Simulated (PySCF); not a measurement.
**C2H6AlAs: core ionisation energies**

C2H6AlAs.
SMILES with atom numbers: `[CH:1]#[C:2][AlH2-:3][AsH3+:4]`

Theory: delta-SCF UKS SCAN, pcX-2 on the ionised atom, pcseg-1 elsewhere, spin-free X2C in PySCF 2.14.0. Binding energies are ΔSCF values: E(core-ionised, relaxed orbitals) − E(ground state) at a fixed geometry, referred to the vacuum level.

List the computed XPS lines with their assignment.

```
atom(s)               bonded to  level  binding energy (eV)  above the level's lowest (eV)  count
     C2  C (triple bond) and Al   C 1s               289.45                           0.00      1
     C1   C (triple bond) and H   C 1s               289.81                          +0.36      1
    Al3           C, 2 H and As  Al 1s              1566.05                           0.00      1
```

Lowest listed C 1s: C2, bonded to C (triple bond) and Al. Highest, 0.36 eV above it: C1, bonded to C (triple bond) and H.

Which effective nuclear charge Zeff reproduces each element's mean 1s value in the hydrogen-like formula E = 13.606 eV × Zeff²?

C (Z = 6): mean 289.6 eV, Zeff = 4.61, Z − Zeff = 1.39; Al (Z = 13): mean 1566.0 eV, Zeff = 10.73, Z − Zeff = 2.27. Means run over the listed sites, weighted by atom count.

The unrestricted hole states depart most from a pure doublet (⟨S²⟩ = 0.75; over 0.85 named) for C 1s of C2 (0.88), which makes this value less certain. No level of arsenic is listed. Isolated species at its PBE0-D3(BJ)/def2-SVP geometry, gas phase.
